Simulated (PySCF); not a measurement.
methylsilane (CH$_{6}$Si), singlet, geometry from GFN2-xTB; DF-PBE0/aug-pcseg-1 in PySCF.

Input for PySCF:
```python
from pyscf import gto, scf, dft

mol = gto.M(
    atom='''
C    -0.01298196    0.00392095   -1.25022897
Si    0.00669850   -0.00202315    0.64510011
H    -0.01147190   -1.00712268   -1.64830101
H    -0.89650587    0.50641306   -1.63436438
H     0.85673226    0.51618733   -1.65253877
H     0.00413621    1.37681588    1.13946736
H    -1.17977102   -0.70041180    1.14524608
H     1.21099302   -0.68708334    1.12046299
''',
    basis='aug-pcseg-1',
    verbose=4,
)

mf = dft.RKS(mol)
mf.xc = 'pbe0'
mf = mf.density_fit(auxbasis='def2-universal-jkfit')
mf.kernel()
```

The log (banner, timings and long lists left out):

```
PySCF version 2.14.0

[INPUT] verbose = 4
[INPUT] num. atoms = 8
[INPUT] num. electrons = 26
[INPUT] charge = 0
[INPUT] spin (= nelec alpha-beta = 2S) = 0
[INPUT] symmetry False subgroup None
[INPUT] Mole.unit = angstrom
[INPUT] Symbol           X                Y                Z      unit          X                Y                Z       unit  Magmom
[INPUT]  1 C     -0.012981960000   0.003920950000  -1.250228970000 AA   -0.024532348960   0.007409521648  -2.362590346297 Bohr   0.0
[INPUT]  2 Si     0.006698500000  -0.002023150000   0.645100110000 AA    0.012658330445  -0.003823199409   1.219062530827 Bohr   0.0
[INPUT]  3 H     -0.011471900000  -1.007122680000  -1.648301010000 AA   -0.021678749128  -1.903186039038  -3.114837479744 Bohr   0.0
[INPUT]  4 H     -0.896505870000   0.506413060000  -1.634364380000 AA   -1.694150563365   0.956981989303  -3.088501065945 Bohr   0.0
[INPUT]  5 H      0.856732260000   0.516187330000  -1.652538770000 AA    1.618989333480   0.975452682670  -3.122845685526 Bohr   0.0
[INPUT]  6 H      0.004136210000   1.376815880000   1.139467360000 AA    0.007816304094   2.601804937152   2.153281238281 Bohr   0.0
[INPUT]  7 H     -1.179771020000  -0.700411800000   1.145246080000 AA   -2.229444117499  -1.323586476414   2.164201436432 Bohr   0.0
[INPUT]  8 H      1.210993020000  -0.687083340000   1.120462990000 AA    2.288445146560  -1.298399337351   2.117368183811 Bohr   0.0

nuclear repulsion = 62.7681256143421
number of shells = 18
number of NR pGTOs = 153
number of NR cGTOs = 104
basis = aug-pcseg-1
ecp = {}

******** <class 'pyscf.df.df_jk.DFRKS'> ********
method = DFRKS
initial guess = minao
damping factor = 0
level_shift factor = 0
DIIS = <class 'pyscf.scf.diis.CDIIS'>
diis_start_cycle = 1
diis_space = 8
diis_damp = 0
SCF conv_tol = 1e-09
SCF conv_tol_grad = None
SCF max_cycles = 50
direct_scf = False
XC library pyscf.dft.libxc version 7.1.2
    S. Lehtola, C. Steigemann, M. J. T. Oliveira, and M. A. L. Marques,  SoftwareX 7, 1–5 (2018)
XC functionals = pbe0
    C. Adamo and V. Barone,  J. Chem. Phys. 110, 6158 (1999)
    M. Ernzerhof and G. E. Scuseria,  J. Chem. Phys. 110, 5029 (1999)
radial grids:
    Treutler-Ahlrichs [JCP 102, 346 (1995); DOI:10.1063/1.469408] (M4) radial grids

becke partition: Becke, JCP 88, 2547 (1988); DOI:10.1063/1.454033
pruning grids: <function nwchem_prune>
grids dens level: 3
symmetrized grids: False
atomic radii adjust function: <function treutler_atomic_radii_adjust>
small_rho_cutoff = 0
Set gradient conv threshold to 3.16228e-05
Initial guess from minao.
tot grids = 92152
******** <class 'pyscf.df.df.DF'> ********
auxbasis = def2-universal-jkfit
init E= -330.800241380829
  HOMO = -0.371213713441574  LUMO = -0.0278080538825094  gap/eV = 9.34454
cycle= 1 E= -330.984376086742  delta_E= -0.184  |g|= 0.276  |ddm|= 3.44
  HOMO = -0.290513400902324  LUMO = 0.00106503079442266  gap/eV = 7.93425
cycle= 2 E= -330.978418484072  delta_E= 0.00596  |g|= 0.308  |ddm|= 0.746
  HOMO = -0.338116301102975  LUMO = -0.00462117379076776  gap/eV = 9.07486
cycle= 3 E= -331.004256356581  delta_E= -0.0258  |g|= 0.0146  |ddm|= 0.634
  HOMO = -0.33617850222806  LUMO = -0.00433040986746525  gap/eV = 9.03005
cycle= 4 E= -331.004330941138  delta_E= -7.46e-05  |g|= 0.00238  |ddm|= 0.0842
  HOMO = -0.33671753120212  LUMO = -0.00443963910392853  gap/eV = 9.04174
cycle= 5 E= -331.004333064156  delta_E= -2.12e-06  |g|= 0.000435  |ddm|= 0.0293
  HOMO = -0.336620326292596  LUMO = -0.00442343484863938  gap/eV = 9.03954
cycle= 6 E= -331.00433313106  delta_E= -6.69e-08  |g|= 9.51e-05  |ddm|= 0.00148
  HOMO = -0.336628694593246  LUMO = -0.00442278332844293  gap/eV = 9.03978
cycle= 7 E= -331.004333134208  delta_E= -3.15e-09  |g|= 8.28e-06  |ddm|= 0.000271
  HOMO = -0.33662748252389  LUMO = -0.00442245630280036  gap/eV = 9.03976
cycle= 8 E= -331.004333134235  delta_E= -2.67e-11  |g|= 1.74e-06  |ddm|= 6.43e-05
  HOMO = -0.336627942085838  LUMO = -0.00442262487072798  gap/eV = 9.03977
Extra cycle  E= -331.004333134234  delta_E= 3.98e-13  |g|= 7.63e-07  |ddm|= 8.29e-06
converged SCF energy = -331.004333134234
```
